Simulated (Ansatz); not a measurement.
`O[Si](F)([SiH3])[SiH3]` → `O[Si]F` + `[SiH3][SiH3]` at 700 K and 1 bar (silylene formation by 1,1-elimination).

Program: Ansatz. Geometries: PBE0-D4/def2-TZVP. ΔE: electronic, gas phase. CBS: MP2 limit from def2 TZ/QZ plus the TZ coupled-cluster correction, frozen cores. This one scheme is used for every species. Each species was taken in one conformer, which may not be the lowest.

```csv
species,CCSD(T)/CBS energy (Eh),H − E (kJ/mol),S (J/(mol·K))
`O[Si](F)([SiH3])[SiH3]`,-1046.51512,279.4,559.2
`O[Si]F`,-464.72778,80.2,319.6
`[SiH3][SiH3]`,-581.74359,186.9,363.0
```

H − E and S are ideal-gas, rigid-rotor, harmonic terms from PBE0-D4/def2-TZVP, for one conformer and one mirror image of each species. 1 Eh = 2625.50 kJ/mol, R = 8.31446 J/(mol·K).

Task: By hand: ΔE, ΔH, ΔS and ΔG.

Result: ΔE = (-464.72778) + (-581.74359) − (-1046.51512) = 0.04375 Eh = 114.9 kJ/mol. Δ(H − E) = 80.2 + 186.9 − 279.4 = -12.3, so ΔH = 102.6 kJ/mol. ΔS = 319.6 + 363.0 − 559.2 = 123.4 J/(mol·K). ΔG = 102.6 − 700 × (123.4)/1000 = 16.2 kJ/mol.

Task: By hand: the equilibrium constant, and the temperature at which ΔG would vanish if ΔH and ΔS stayed fixed.

Result: log₁₀ K = −ΔG/(RT ln 10) = -1.2. ΔG = 0 at ΔH/ΔS = 831 K.

The number of gas molecules changes by +1, which sets the sign of ΔS. A doubt of 5 kJ/mol in ΔE shifts log₁₀ K by 0.4 here. Other conformers and mirror images would add mixing entropy, several J/(mol·K) or more a flexible species. These are equilibria of isolated gas molecules and say nothing of rates. Largest T1 diagnostic: 0.015 (customary marks: 0.02 for closed shells, 0.045 for open ones).
